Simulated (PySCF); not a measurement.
Ligands exchanged one at a time, Sn OH-OCH3. Isolated molecules, 0 K electronic values unless said otherwise. One relaxed conformer stands for each flexible species; it need not be the lowest. Strings in code marks are SMILES.

The brightest of the four lowest singlets (TDA) from two functionals at the same geometries (PBE0-D4/def2-SVP), both in PySCF: PBE-D3(BJ)/def2-TZVP and B3LYP-D3(BJ)/def2-TZVP. B3LYP has the VWN-RPA correlation part, as in Gaussian. Excitations are Tamm–Dancoff values on a coarser integration grid. The basis has no diffuse functions, so Rydberg states are missing or too high.

```
species                                                  B3LYP-D3(BJ)/def2-TZVP (eV)
-------------------------------------------------------  ---------------------------
0 of 4 OH replaced by OCH3                                                      5.80
1 of 4 OH replaced by OCH3 (`C[O][Sn]([OH])([OH])[OH]`)                         5.37
2 of 4 OH replaced by OCH3 (`C[O][Sn]([OH])([OH])[O]C`)                         5.37
3 of 4 OH replaced by OCH3 (`C[O][Sn]([OH])([O]C)[O]C`)                         5.32
```

Task: What does PBE-D3(BJ)/def2-TZVP give for each?

Result: 
- 0 of 4 OH replaced by OCH3: 5.12
- 1 of 4 OH replaced by OCH3 (`C[O][Sn]([OH])([OH])[OH]`): 4.69
- 2 of 4 OH replaced by OCH3 (`C[O][Sn]([OH])([OH])[O]C`): 4.67
- 3 of 4 OH replaced by OCH3 (`C[O][Sn]([OH])([O]C)[O]C`): 4.63
Over these rows, drawn at random from the members with no instability flagged (it was tested for open shells, ions and some series alone), PBE minus B3LYP-D3(BJ): mean -0.69 eV, from -0.70 eV to -0.68 eV.
